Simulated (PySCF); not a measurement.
## MoSCl2, triplet: structure and spectrum

These are results of UB3LYP in PySCF with Mo def2-SVP with ECP28, S def2-SVP, Cl def2-SVP; scalar-relativistic core potentials, no spin–orbit coupling; density-fitted integrals, not measurements.

The structure is a minimum.

Coordinates in bohr (charge 0 multiplicity 3):
```
Mo    0.0000    0.0000    0.1005
S     0.0000    0.0000    4.0634
Cl    3.7737    0.0000   -1.9976
Cl   -3.7737    0.0000   -1.9976
```

```json
{"Point group": "C2v", "Bond lengths": "Mo–Cl 2.285 Å (×2), Mo–S 2.097 Å", "Bond angles": "Cl–Mo–Cl 121.9°, Cl–Mo–S 119.1° (×2)", "Heat capacity Cp at 298.15 K": "74.6 J/(mol K)", "Lowest empty level (α)": "-4.15 eV", "Spin squared ⟨S²⟩": "2.051", "Zero-point energy": "10.0 kJ/mol", "Principal quadrupole moments (Buckingham, traceless) about the centre of mass": "-4.73, 0.58, 4.14 D Å", "Rotational symmetry number": "2", "Dipole moment": "0.45 D", "Enthalpy at 298.15 K above 0 K": "17.82 kJ/mol", "Entropy at 298.15 K and 1 bar (electronic part: spin only)": "352.6 J/(mol K)", "Highest occupied level (α)": "-6.91 eV", "Rotational constants": "0.07451, 0.06044, 0.03337 cm⁻¹", "Atomisation energy without zero-point energy": "1195 kJ/mol", "Principal polarisabilities": "46.2, 82.9, 92.5 bohr³"}
```

Harmonic modes (masses in u: Mo 97.905, S 31.972, Cl 34.969):
```
symmetry  ω (cm⁻¹)  IR (km/mol)
      b1        83          5.3
      a1       100          0.3
      b2       116          0.3
      a1       374         21.9
      b2       420         93.8
      a1       574         55.0
```

In C2v the vibrations span b1 + 3a1 + 2b2. Here b1 is antisymmetric to the molecular plane and b2 lies in it.

Charges (e):
```
 atom  Mulliken  Löwdin  polar tensor  spin (Mulliken)  Mayer order to Mo1
  Mo1      0.43   -0.68          1.39             2.22                   –
   S2     -0.05    0.36         -0.40            -0.29                2.43
Cl3,4     -0.19    0.16         -0.50             0.04                1.23
```

Mulliken populations on Mo1 (electrons outside its core potential): s 2.46, p 6.53, d 4.55, f 0.03.

Outer orbital energies (eV). α occupied: -10.25, -9.86, -9.40, -9.20, -8.99, -8.32, -7.55, -6.91; empty: -4.15, -3.10, -3.05, -0.06. β occupied: -10.88, -10.38, -9.56, -9.54, -9.41, -9.16, -8.96, -8.43; empty: -3.70, -3.46, -3.20, -2.54.

Formally Mo is in oxidation state +4, d2, with 2 unpaired electrons (the high-spin count). The Mulliken spin on Mo is 2.22. The polar-tensor charge on Mo, 1.39, is far below the formal one.

This need not be the most stable arrangement of these atoms. Other spin states or occupations of the open shell can lie lower.

The final relaxation and frequency run took roughly 2.1 core-minutes on a shared host.
